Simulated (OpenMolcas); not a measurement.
**3d ions of charge +2 along the row**

```json
{
 "Program": "OpenMolcas 26.06",
 "Method": "CASSCF",
 "Basis": "ANO-RCC-VQZP",
 "Scalar Hamiltonian": "DKH2, point nucleus",
 "Spin-orbit coupling": "RASSI with atomic mean-field integrals over the reference wave functions, term energies averaged over their components"
}
```

Active space: the 3d shell.

B and C come from two terms' centres of gravity (d2, d8: 3P = 15B, 1G = 12B + 2C; d3, d7: 4P = 15B, 2G = 4B + 3C; d4, d6: 3G = 9B + 4C, 3H = 4B + 4C; d5: 4D = 17B + 5C, 4G = 10B + 5C, above the ground term), where all their levels are at least 80 % pure. ζ = ±2S·A comes from the whole width of the ground multiplet by E(J) = (A/2) J(J+1), where its levels are at least 85 % pure. Energies in cm-1.

```
 Ion  Configuration  Lowest level  Weight (%)     B  B measured     C  C measured    ζ  ζ measured
Ti2+            3d2           3F2         100   896         695  3230        2910  129         120
 V2+            3d3        4F 3/2         100   976         755  3616        2910  181         167
Cr2+            3d4           5D0         100  1048         691  3905        3575  252         230
Mn2+            3d5        6S 5/2         100  1122              4196                             
Fe2+            3d6           5D4         100  1206         917  4382        4040  415         411
Co2+            3d7        4F 9/2         100  1253         971  4648        4209  528         533
Ni2+            3d8           3F4         100  1331        1056  4799        4723  658         648
```

Measured columns use the levels in Corliss and Sugar, J. Phys. Chem. Ref. Data 8, 1 (1979) (Ti2+); Sugar and Corliss, J. Phys. Chem. Ref. Data 7, 1191 (1978) (V2+); Sugar and Corliss, J. Phys. Chem. Ref. Data 6, 317 (1977) (Cr2+); Corliss and Sugar, J. Phys. Chem. Ref. Data 11, 135 (1982) (Fe2+); Sugar and Corliss, J. Phys. Chem. Ref. Data 10, 1097 (1981) (Co2+); Corliss and Sugar, J. Phys. Chem. Ref. Data 10, 197 (1981) (Ni2+).

The computed B goes from 896 (Ti2+) to 1331 cm-1 (Ni2+), a factor of 1.49, rising at every step. It departs from the measured column by +26 to +52 %. The Trees term is left out, which lowers the B read from the levels of every ion, most for d4 to d6. The pair of terms that fixes B changes along the row, so steps between ions also reflect that choice.

The computed ζ goes from 129 (Ti2+) to 658 cm-1 (Ni2+), a factor of 5.10, rising at every step. It departs from the measured column by -1 to +10 %.

Without dynamic correlation excited terms often stand tens of per cent too high (terms of higher spin than the ground term too low), and those without a measured partner can miss by more than the paired ones. Some levels mix across a computed gap that differs much from the measured one, so their mixing is not that of the real levels (holds for V2+; Mn2+; Ni2+). Computed and measured levels are paired by configuration, term and J; levels that our copy of the source lacks, or whose pairing is in doubt (as where it misses far off the trend of its configuration), stay unpaired and out of the deviations. Only configurations of the active space appear.
